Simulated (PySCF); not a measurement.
Species: C₇H₁₁BO₂.
Numbering: `[CH:1]#[C:2][C@H:3]([CH3:4])[B:5]1[O:6][CH2:7][CH2:8][CH2:9][O:10]1`

Geometry (PBE0-D3(BJ)/def2-SVP, Å), atoms numbered from 1 in this order:
```xyz
21
C7H11BO2 angstrom
C     -2.8136   -1.2647    1.9028
C     -2.2063   -0.3101    1.4655
C     -1.4557    0.8082    0.9049
C     -2.2192    1.5261   -0.2130
B     -0.0622    0.2101    0.4279
O      0.0442   -0.2578   -0.8451
C      1.2496   -0.8384   -1.2953
C      2.4446   -0.2742   -0.5505
C      2.2111   -0.3834    0.9443
O      0.9713    0.1837    1.3126
H     -3.3581   -2.1013    2.2979
H     -1.2404    1.5119    1.7283
H     -2.4081    0.8425   -1.0525
H     -1.6333    2.3752   -0.5964
H     -3.1865    1.9085    0.1453
H      1.3303   -0.6518   -2.3773
H      1.1921   -1.9331   -1.1563
H      3.3630   -0.8102   -0.8368
H      2.5844    0.7851   -0.8254
H      2.9997    0.1372    1.5091
H      2.2278   -1.4422    1.2602
```

NICS is the negative of the GIAO shielding at a point without a nucleus: at the ring centre (0) and 1 Å above and below it (1); zz is the component along the ring normal. Level: GIAO B3LYP/pcSseg-1 (PySCF, non-relativistic, gas phase) on the PBE0-D3(BJ)/def2-SVP geometry, one conformer.

Ring bond lengths (Å): B5–O6 1.360, O6–C7 1.412, C7–C8 1.517, C8–C9 1.517, C9–O10 1.412, O10–B5 1.361.

Q: Give the NICS values of each ring in ppm.

A: 
| ring | type | NICS(0) | NICS(1), two faces | NICS(1)zz, two faces | rms pucker (Å) | centre to ring atoms, mean (Å) |
| --- | --- | --- | --- | --- | --- | --- |
| B5–O6–C7–C8–C9–O10 | 6-membered ring with B and 2 O; formal bonds all single | -1.2 | -0.3 / -2.2 | 1.9 / 1.3 | 0.19 | 1.40 |

Q: What can be read from them?

A: 
- B5–O6–C7–C8–C9–O10: mean NICS(1)zz 1.6 ppm, near zero. C7, C8, C9 have four or more neighbours; no verdict on aromaticity is drawn.

Q: Give the inner angles of the rings.

A: 
- B5–O6–C7–C8–C9–O10: B5 122.8°, O6 120.4°, C7 111.3°, C8 109.6°, C9 111.3°, O10 120.3°; sum 695.8° against 720° for a flat convex ring.

Q: How do the values depend on the level or the medium?

A: 
```tsv
level	NICS(0), B5–O6–C7–C8–C9–O10	mean NICS(1)zz, B5–O6–C7–C8–C9–O10
B3LYP/pcSseg-1, gas	-1.2	1.6
PBE0/pcSseg-1, gas	-1.4	1.5
PBE0/pcSseg-1, IEF-PCM acetone	-1.3	1.5
PBE0/pcSseg-1, IEF-PCM benzene	-1.4	1.5
```

The geometry is the same throughout; the continuum's cavity takes Bondi-type radii × 1.2.

On Arm Neoverse V2, one thread, shared host with 96 logical CPUs at a one-minute load of 32, this took 33 s and 1.1 GiB of memory at its peak. This is the whole shielding run at B3LYP/pcSseg-1, SCF included.
